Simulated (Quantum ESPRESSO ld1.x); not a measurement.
Input (ld1.x (Quantum ESPRESSO 7.5)):

```
 &input
    zed=45.0,
    iswitch=1,
    rel=2,
    dft='PW91',
    config='[Kr] 4d2',
    rel_dist='energy',
    verbosity='high',
    lsmall=.true.,
    prefix='ld1',
    max_out_wfc=37,
    file_charge='ld1.rho',
 /
```

Command: `OMP_NUM_THREADS=1 ld1.x < ld1.in > ld1.out`

Output (excerpt):

```
     Program LD1 v.7.5 starts

     --------------------------- All-electron run ----------------------------

     dirac relativistic calculation

     atomic number is 45.00
     dft =PW91   lsd =0 sic =0 latt =0  beta=0.20 tr2=1.0E-14
     Exchange-correlation= PW91
                           (   1   4   2   2   0   0   0)
     mesh =2053 r(mesh) = 100.41760 a.u. xmin = -8.00 dx = 0.00800
     1 Ry =  13.60569312 eV, c = 137.03599908

     n l j   nl                  e(Ry)          e(Ha)          e(eV)
     Spin orbit split results
     1 0 0.5 1S 1( 2.00)   -1701.233971391    -850.616985696 -23146.4673452
     2 0 0.5 2S 1( 2.00)    -254.028073451    -127.014036725  -3456.2280120
     2 1 0.5 2P 1( 2.00)    -235.858189289    -117.929094644  -3209.0141440
     2 1 1.5 2P 1( 4.00)    -225.225162660    -112.612581330  -3064.3444467
     3 0 0.5 3S 1( 2.00)     -52.366592390     -26.183296195   -712.4837860
     3 1 0.5 3P 1( 2.00)     -45.259610240     -22.629805120   -615.7883678
     3 1 1.5 3P 1( 4.00)     -43.423720121     -21.711860061   -590.8098102
     4 0 0.5 4S 1( 2.00)     -14.052373750      -7.026186875   -191.1922849
     4 1 0.5 4P 1( 2.00)     -11.780549606      -5.890274803   -160.2825428
     4 1 1.5 4P 1( 4.00)     -11.448000722      -5.724000361   -155.7579847
     3 2 1.5 3D 1( 4.00)     -30.852821190     -15.426410595   -419.7740171
     3 2 2.5 3D 1( 6.00)     -30.489721727     -15.244860864   -414.8337972
     4 2 1.5 4D 1( 2.00)      -7.830710567      -3.915355283   -106.5422449
     4 2 2.5 4D 1( 0.00)      -7.780173851      -3.890086925   -105.8546579
     Averaged results
     1 0     1S 1( 2.00)   -1701.233971391    -850.616985696 -23146.4673452
     2 0     2S 1( 2.00)    -254.028073451    -127.014036725  -3456.2280120
     2 1     2P 1( 6.00)    -228.769504869    -114.384752435  -3112.5676792
     3 0     3S 1( 2.00)     -52.366592390     -26.183296195   -712.4837860
     3 1     3P 1( 6.00)     -44.035683494     -22.017841747   -599.1359961
     4 0     4S 1( 2.00)     -14.052373750      -7.026186875   -191.1922849
     4 1     4P 1( 6.00)     -11.558850350      -5.779425175   -157.2661707
     3 2     3D 1(10.00)     -30.634961512     -15.317480756   -416.8098852
     4 2     4D 1( 2.00)      -7.800388537      -3.900194269   -106.1296927

     final scf error:  7.2E-15 reached in  30 iterations

     Etot =   -9546.258220 Ry,   -4773.129110 Ha, -129883.459818 eV

     Ekin =    9954.528182 Ry,    4977.264091 Ha,  135438.255628 eV
     Encl =  -22786.250452 Ry,  -11393.125226 Ha, -310022.731073 eV
     Eh   =    3556.845389 Ry,    1778.422695 Ha,   48393.346851 eV
     Exc  =    -271.381339 Ry,    -135.690670 Ha,   -3692.331224 eV

     normalization and overlap integrals

     s(1S/1S) =  1.000000  <r> =   0.0326  <r2> =    0.0014  r(max) =   0.0212
     LC norm =  0.97291929 + SC norm =  0.02708071 =  1.00000000
     s(2S/2S) =  1.000000  <r> =   0.1415  <r2> =    0.0237  r(max) =   0.1202
     LC norm =  0.99437555 + SC norm =  0.00562445 =  1.00000000
     s(2P/2P) =  1.000000  <r> =   0.1203  <r2> =    0.0178  r(max) =   0.0930
     LC norm =  0.99436446 + SC norm =  0.00563554 =  1.00000000
     s(2P/2P) =  1.000000  <r> =   0.1252  <r2> =    0.0191  r(max) =   0.0968
     LC norm =  0.99457423 + SC norm =  0.00542577 =  1.00000000
     s(3S/3S) =  1.000000  <r> =   0.3900  <r2> =    0.1742  r(max) =   0.3511
     LC norm =  0.99844459 + SC norm =  0.00155541 =  1.00000000
     s(3P/3P) =  1.000000  <r> =   0.3825  <r2> =    0.1702  r(max) =   0.3373
     LC norm =  0.99849881 + SC norm =  0.00150119 =  1.00000000
     s(3P/3P) =  1.000000  <r> =   0.3931  <r2> =    0.1796  r(max) =   0.3483
     LC norm =  0.99855539 + SC norm =  0.00144461 =  1.00000000
     s(4S/4S) =  1.000000  <r> =   0.9414  <r2> =    0.9981  r(max) =   0.8670
     LC norm =  0.99958602 + SC norm =  0.00041398 =  1.00000000
     s(4P/4P) =  1.000000  <r> =   0.9940  <r2> =    1.1201  r(max) =   0.9024
     LC norm =  0.99962898 + SC norm =  0.00037102 =  1.00000000
     s(4P/4P) =  1.000000  <r> =   1.0170  <r2> =    1.1718  r(max) =   0.9244
     LC norm =  0.99964187 + SC norm =  0.00035813 =  1.00000000
     s(3D/3D) =  1.000000  <r> =   0.3672  <r2> =    0.1611  r(max) =   0.2898
     LC norm =  0.99866823 + SC norm =  0.00133177 =  1.00000000
     s(3D/3D) =  1.000000  <r> =   0.3706  <r2> =    0.1640  r(max) =   0.2921
     LC norm =  0.99868472 + SC norm =  0.00131528 =  1.00000000
     s(4D/4D) =  1.000000  <r> =   1.1677  <r2> =    1.5682  r(max) =   1.0257
     LC norm =  0.99973012 + SC norm =  0.00026988 =  1.00000000
     s(4D/4D) =  1.000000  <r> =   1.1753  <r2> =    1.5882  r(max) =   1.0339
     LC norm =  0.99973290 + SC norm =  0.00026710 =  1.00000000

     LC charge = 37.87296280 + SC charge =  0.12703720 = 38.00000000

     ------------------------ End of All-electron run ------------------------
```

Run on one thread of a shared host, so times are rough (Intel(R) Xeon(R) Processor @ 2.60GHz): 0.75 s of CPU time, 0.78 s wall, 30 iterations on 2053 mesh points.
